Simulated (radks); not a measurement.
Values are calculated unless marked as measured or tabulated.
How relativity changes the ionisation of the bromine ion Br3+ ([Ar] 3d10 4s2 4p2) to Br4+ ([Ar] 3d10 4s2 4p1). Spin-unpolarised spherical Kohn-Sham, PBE, point nucleus unless stated (finite: rms radius 4.1629 fm), a radial shooting solver on a logarithmic mesh with Libxc functionals. A level marked "c x" has the speed of light scaled by that factor and shares open shells by 2j + 1; other Dirac levels either fill j = l - 1/2 first or share by 2j + 1.

level                               E(Br3+) (hartree)  E(Br4+) (hartree)  IE (eV)   HOMO  <r> HOMO (bohr)
non-rel.                                  -2571.23064        -2569.54287   45.927     4p            1.774
scalar-rel.                               -2603.86612        -2602.17473   46.025     4p            1.766
scalar-rel., finite nucleus               -2603.84560        -2602.15421   46.025     4p            1.766
Dirac, 2j+1 shares                        -2604.04372        -2602.35201   46.034  4p3/2            1.775
Dirac, low j first                        -2604.07951        -2602.37207   46.462  4p1/2            1.750
Dirac, 2j+1 shares, finite nucleus        -2604.02318        -2602.33147   46.034  4p3/2            1.775
Dirac, c x 1.5                            -2585.55326        -2583.86376   45.973  4p3/2            1.774
Dirac, c x 2                              -2579.23733        -2577.54859   45.953  4p3/2            1.774
Dirac, c x 3                              -2574.77358        -2573.08538   45.938  4p3/2            1.774

NIST Atomic Spectra Database: 47.78 eV (measured). The relativistic part of the total energy of Br3+ is -32.79 hartree (Dirac, 2j+1 shares, finite nucleus), 1.3 % of the non-relativistic value. Spin polarisation and multiplet splitting of open shells are left out at every level.

Beside tabulated values, note that spin-unpolarised runs miss the spin-polarisation part of the exchange energy of open shells.
